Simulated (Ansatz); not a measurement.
The cluster Ga₇Sb₇⁺. The state is a doublet with charge 1. Geometry PBE-D4/def2-SVP, loosely relaxed; atoms count from 1.

Cartesian coordinates in Å:
```
Ga 2.592 -1.221 0.100
Ga -2.561 0.366 1.955
Ga -0.148 -0.649 -2.082
Ga -0.932 -1.718 0.375
Ga 0.903 0.502 1.840
Ga -1.215 1.746 -0.378
Ga 2.140 1.171 -1.574
Sb -0.963 2.413 2.192
Sb 3.291 1.257 0.834
Sb 2.363 -1.374 -2.562
Sb 0.981 -2.208 2.045
Sb -3.507 -1.938 1.204
Sb -2.807 -0.371 -1.213
Sb -0.136 2.024 -2.734
```

In the def2 sets Sb takes a core potential; there is no spin–orbit coupling. Single mean-field runs in def2-TZVP are fitted with def2-universal-jkfit. The geometry of the charge 1 doublet is only loosely relaxed. The structure comes from a short search, and lower isomers may exist.

Q: Estimate the Mulliken populations from the PBE0/def2-TZVP orbitals of Ansatz.

A: 
| atom | charge (e) | spin (α − β) |
| --- | --- | --- |
| Ga1 | 0.27 | 0.08 |
| Ga2 | 0.28 | 0.09 |
| Ga3 | 0.13 | 0.18 |
| Ga4 | 0.05 | 0.21 |
| Ga5 | 0.06 | 0.25 |
| Ga6 | 0.07 | 0.18 |
| Ga7 | 0.22 | 0.14 |
| Sb8 | 0.07 | -0.03 |
| Sb9 | -0.10 | -0.06 |
| Sb10 | -0.08 | 0.00 |
| Sb11 | 0.01 | -0.01 |
| Sb12 | 0.05 | 0.03 |
| Sb13 | 0.01 | -0.04 |
| Sb14 | -0.04 | -0.02 |
Mulliken values depend strongly on the basis.

Q: Where does the spin sit?

A: Summed by element: Ga 1.14, Sb -0.14, of 1 unpaired in all. Largest on single atoms: Ga5 0.25, Ga4 0.21, Ga6 0.18.

Q: And the Mayer bond orders between heavy atoms (over 0.3)?

A: Ga1–Sb9 0.83 (2.68 Å); Ga1–Sb10 0.82 (2.68 Å); Ga1–Sb11 0.73 (2.71 Å); Ga2–Sb8 0.89 (2.61 Å); Ga2–Sb12 0.95 (2.60 Å); Ga3–Ga4 0.33 (2.79 Å); Ga3–Sb10 0.89 (2.66 Å); Ga3–Sb13 0.55 (2.81 Å); Ga3–Sb14 0.74 (2.75 Å); Ga4–Sb11 0.95 (2.59 Å); Ga4–Sb12 0.73 (2.71 Å); Ga4–Sb13 0.52 (2.80 Å); Ga5–Sb8 0.77 (2.69 Å); Ga5–Sb9 0.82 (2.70 Å); Ga5–Sb11 0.78 (2.72 Å); Ga6–Sb8 0.81 (2.67 Å); Ga6–Sb13 0.64 (2.78 Å); Ga6–Sb14 0.93 (2.61 Å); Ga7–Sb9 0.83 (2.67 Å); Ga7–Sb10 0.76 (2.74 Å); Ga7–Sb14 0.77 (2.69 Å); Sb12–Sb13 0.82 (2.96 Å).
